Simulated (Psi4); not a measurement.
HfO2, charge +1, doublet, geometry from GFN2-xTB (such geometries of metal compounds can be far from the true shape) (the multiplicity is a formal guess) (core potentials on Hf). Base run: SVWN/def2-SVP (Psi4 1.11).

Input for Psi4:
```
memory 2 GB

molecule mol {
1 2
  Hf    0.133532   -0.001500    0.157271
  O     0.492261    0.253488   -1.633513
  O    -1.694045   -0.239990    0.218076
}

set basis def2-svp
set reference uks

energy('svwn')
print_variables()
```

Variants of this job, named by their change:

| change | ΔE vs base (mEh) | SCF cycles | grid points | basis functions |
|---|---|---|---|---|
| base | 0.000 | 12 | 65738 | 60 |
| damping_percentage = 20 | -0.001 | 23 | 65738 | 60 |
| damping_percentage = 50 | 0.002 | 88 | 65738 | 60 |
| diis_max_vecs = 15 | 0.000 | 12 | 65738 | 60 |
| cholesky_tolerance = 1e-3 (with scf_type cd) | -1.804 | 12 | 65738 | 60 |
| level_shift = 1.0 | 0.000 | 10 | 65738 | 60 |
| dft_spherical_points = 434 | 0.061 | 12 | 94527 | 60 |
| basis_guess = true | 0.000 | 7 | 65738 | 60 |
| guess = core | 0.000 | 12 | 65738 | 60 |
| scf_type = direct | 0.028 | 16 | 65738 | 60 |
| dft_pruning_scheme = treutler | 0.000 | 12 | 46494 | 60 |
| scf_type = dfdirj+link | 0.000 | 12 | 65738 | 60 |
| guess = modhuckel | 0.000 | 11 | 65738 | 60 |

Open shells are given as the SCF converged; they aren't shown to be the lowest states, and a large step between rows can be another state.
